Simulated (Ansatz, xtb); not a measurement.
Ranking isomers of C3H3F5

4 gas-phase structures of C3H3F5, from a drawn sample of its isomers (lower ones may exist). Each was relaxed with GFN2-xTB; where two conformers were screened, the lower at r2SCAN-D4/def2-SVP is listed:

A. `FCC(F)(F)C(F)F`, a singlet
B. `FC[C@H](F)C(F)(F)F`, a singlet
C. `CC(F)(F)C(F)(F)F`, a singlet
D. `FC(F)CC(F)(F)F`, a singlet

Estimate their order in r2SCAN-D4/def2-SVP energy at these geometries, lowest first.

Calculated order at r2SCAN-D4/def2-SVP: C (0.0), D (4.9), B (67.4), A (91.5) kJ/mol.

Energies above the lowest of each column, in kJ/mol; the last columns are at PBE0-D3(BJ)/def2-SVP geometries and were run for some of them only (a dash: not run or not comparable):

| structure | GFN2-xTB | HF/STO-3G | r2SCAN-D4/def2-SVP | PBE0-D3(BJ)/def2-SVP | CCSD(T)/def2-SVP + ΔMP2/def2-TZVPP |
| --- | --- | --- | --- | --- | --- |
| C | 19.6 | 0.9 | 0.0 | 0.4 | 1.6 |
| D | 0.0 | 0.0 | 4.9 | 0.0 | 0.0 |
| B | 40.6 | 47.4 | 67.4 | 59.2 | 50.9 |
| A | 62.0 | 75.7 | 91.5 | – | – |

CCSD(T)/def2-SVP + ΔMP2/def2-TZVPP has C and D within 1 kcal/mol of each other at the bottom, and every level picks one of them. CCSD(T)/def2-SVP + ΔMP2/def2-TZVPP orders those it was run on as D (0.0), C (1.6), B (50.9) kJ/mol. Less than 1 kcal/mol parts D and C, so the order within that pair means little. Flexible structures stand in one conformer each, not always the lowest. Frequencies (GFN2-xTB) were run for B, C, D alone. ΔMP2 is the change of the MP2 energy from the smaller to the larger basis.

Over these structures GFN2-xTB departs from r2SCAN-D4/def2-SVP by 17.8 kJ/mol on average once a common shift is removed. A GFN2-xTB relaxation took about 0.068 s and the r2SCAN-D4/def2-SVP energy about 2.7 s on a shared host (Ansatz 0.2.0, xtb 6.7.1).
